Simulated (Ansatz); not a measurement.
Coupled-cluster diagnostics for Zr₄, Ansatz.

Geometry of the singlet (PBE0-D4/def2-SVP):

```xyz
4

Zr    0.087   -0.634    1.585
Zr    0.958   -1.122   -0.864
Zr    0.635    1.486   -0.560
Zr   -1.680    0.271   -0.162
```

In the def2 sets Zr takes a core potential; there is no spin–orbit coupling. Correlated methods freeze no core orbitals; core or outer-core shells of Zr are correlated, in sets that lack core-valence functions. At PBE0-D4/def2-TZVP a quintet of charge 0 lies 0.87 eV below the restricted singlet, each at its own geometry. The structure comes from a short search, and lower isomers may exist.

(1) Estimate the CCSD(T) correlation energy, the shares of MP2 and (T), T1 and the reference's ⟨S²⟩ for: charge 0, singlet, own geometry in def2-TZVP; and the rough time on 4 threads of Arm Neoverse V2 on a shared host.

## Answers

(1) 
| state | basis | correlation (eV) | MP2 share (%) | (T) share (%) | T1 | ⟨S²⟩ (pure) | wall time | remarks |
| --- | --- | --- | --- | --- | --- | --- | --- | --- |
| charge 0, singlet, own geometry | def2-TZVP | -39.418 | 103.2 | 10.1 | 0.112 | 0.00 (0.00) | 2.8 min | large T1, restricted SCF unstable |
Customary marks for T1 are 0.02 (closed shells), 0.045 (open shells) and about 0.05 (3d metals). T1 exceeds 0.02 in 1 of 1 rows and 0.045 in 1; the higher it lies, the less the single-reference result can be trusted.
